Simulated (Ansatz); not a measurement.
Geometry optimisation, RKS PBE/def2-SVP in Ansatz 0.2.0.

Input:

```yaml
crystal:
  periodic: [false, false, false]
  atoms:
    - { symbol: Cl, position_ang: [-1.942, -1.1288, 0.7574] }
    - { symbol: C, position_ang: [-0.6224, -0.7206, -0.3251] }
    - { symbol: O, position_ang: [0.5315, -1.0133, 0.2481] }
    - { symbol: Ge, position_ang: [0.4624, 0.8336, 0.2294] }
    - { symbol: Cl, position_ang: [1.7704, 1.6014, -1.2562] }
    - { symbol: H, position_ang: [0.87817, -1.92749, 0.09261] }
    - { symbol: H, position_ang: [0.5029, 1.3026, 1.7089] }
basis:
  gaussian: { orbitals: def2-SVP }
hamiltonian:
  xc: pbe
relax:
  f_tol: 0.02
  max_steps: 50
```

Command:

```bash
$ ansatz run input.yaml --threads 2 --pin off --max-ram 3072MiB --backend cpu --events-out ev --progress --plain --runs-dir out
```

Task: Where does it end, and by what steps?

Result: It converged. After 25 steps the energy has fallen by 3.771 eV; Cl5 moved furthest, 1.16 Å. Parted: O3–Ge4.

```csv
step,energy less start (eV),largest force component (eV/Å),accepted
0,0.0000,5.560,yes
1,-0.9554,2.528,yes
2,-1.2859,0.766,yes
3,-1.3843,0.529,yes
4,-1.4578,1.713,yes
5,-1.6049,0.984,yes
6,-1.7583,1.525,yes
7,-1.8994,2.363,yes
8,-2.1321,3.423,yes
9,-2.2604,4.112,yes
10,-2.7817,2.309,yes
11,-2.9854,2.221,yes
12,-3.2058,1.261,yes
13,-3.4092,0.475,yes
14,-3.5708,0.678,yes
15,-3.6700,0.671,yes
16,-3.7266,0.692,yes
17,-3.6919,0.737,no
18,-3.7608,0.481,yes
19,-3.7549,0.539,no
20,-3.7694,0.161,yes
21,-3.7702,0.049,yes
22,-3.7704,0.038,yes
23,-3.7704,0.055,yes
24,-3.7706,0.028,yes
25,-3.7707,0.017,yes
```

```xyz
7
Properties=species:S:1:pos:R:3
Cl -1.930 -1.195 0.906
C -0.427 -0.629 0.281
O 0.294 -1.541 -0.269
Ge 0.008 1.352 0.115
Cl 2.104 0.642 -0.687
H 1.153 -1.027 -0.564
H 0.380 1.346 1.673
```

Whether the end is a true minimum wasn't checked by a vibrational analysis.

The run took 57 s on 2 threads of Arm Neoverse V1, on a shared host, peak memory 0.15 GiB.
